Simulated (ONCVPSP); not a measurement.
# Cd: one change to an ONCV potential, before and after

* Element: Cd (Z = 48)
* Generator: ONCVPSP 4.0.1
* Type: optimised norm-conserving Vanderbilt (ONCV)
* Functional: PBEsol
* Relativity: scalar-relativistic
* Frozen core: [Ar] 3d10
* Valence charge: 20
* Reference configuration: 4s2 4p6 4d10 5s2
* Partial waves: 4s+5s: rc 1.45 bohr, ncon 4, nbas 8, qcut 8.4 1/bohr, 2 projectors; 4p: rc 1.25 bohr, ncon 4, nbas 8, qcut 9.2 1/bohr, 2 projectors, debl 1.3 Ha; 4d: rc 1.35 bohr, ncon 4, nbas 9, qcut 10.9 1/bohr, 2 projectors, debl 1.3 Ha
* Local potential: polynomial inside 1.10 bohr (lpopt 5, dvloc0 4 Ha)
* Core correction: polynomial model core, fcfact 0.25

In the p channel the program set the typed energies aside and used -2.458, 0.250 Ha.

All-electron outer shells of the reference configuration (PBEsol, scalar-relativistic, ld1.x):

```json
{"shell": "3d", "level (eV)": "-393.64", "outermost node (bohr)": "–", "outermost maximum (bohr)": "0.27"}
{"shell": "4s", "level (eV)": "-105.81", "outermost node (bohr)": "0.43", "outermost maximum (bohr)": "0.79"}
{"shell": "4p", "level (eV)": "-66.89", "outermost node (bohr)": "0.43", "outermost maximum (bohr)": "0.84"}
{"shell": "4d", "level (eV)": "-11.73", "outermost node (bohr)": "0.42", "outermost maximum (bohr)": "0.98"}
{"shell": "5s", "level (eV)": "-5.70", "outermost node (bohr)": "1.07", "outermost maximum (bohr)": "2.32"}
```

Change: d: qcut 16.3.

Cutoffs: the cutoffs (Ha) at which the residual kinetic energy of the hardest occupied pseudo-wave falls to 1 and 0.1 mHa per electron; they do not see the model core or the augmentation charge, which bear on the density cutoff. Errors are all-electron minus pseudo energies relative to the spin-unpolarised reference configuration.

Problem. How do hardness, ghosts and transferability respond?

Solution. The potential gets harder (38 Ha and 45 Ha → 68 Ha and 86 Ha); of the 4 tests that both files solve, the error grows in 1 and shrinks in 0 by more than 15 % and 0.3 meV (median size 9.0 → 23.9 meV); neither file shows a bound ghost. The waves are optimised to have the least kinetic energy above qcut, so the cutoff follows it (qcut²/2 in Ha).

```tsv
quantity	base	changed
cutoff, loose	38 Ha	68 Ha
cutoff, tight	45 Ha	86 Ha
loose cutoff by channel	s 26 Ha, p 32 Ha, d 38 Ha	s 26 Ha, p 32 Ha, d 68 Ha
bound ghosts	none	none
GHOST(+) flags under 300 eV	none	d at 176.0 eV
error for 4s2 4p6 4d10 5s1, meV [ΔE 9.31 eV]	-1.9	-2.0
error for 4s2 4p6 4d10 5s0, meV [ΔE 26.41 eV]	-7.0	-7.8
error for 4s2 4p6 4d9 5s0, meV [ΔE 64.40 eV]	-11	-40
error for 4s2 4p5 4d10 5s2, meV [ΔE 74.13 eV]	-61	-63
s: phases at 1.47 bohr within 0.05 rad from the reference energy up to (Ha; the scan ends near 5)	to the end of the scan	to the end of the scan
p: phases at 1.27 bohr within 0.05 rad from the reference energy up to (Ha; the scan ends near 5)	to the end of the scan	to the end of the scan
d: phases at 1.37 bohr within 0.05 rad from the reference energy up to (Ha; the scan ends near 5)	to the end of the scan	4.2
rms error of d²Exc/dni dnj with the model core, mHa	1.21	1.23
```
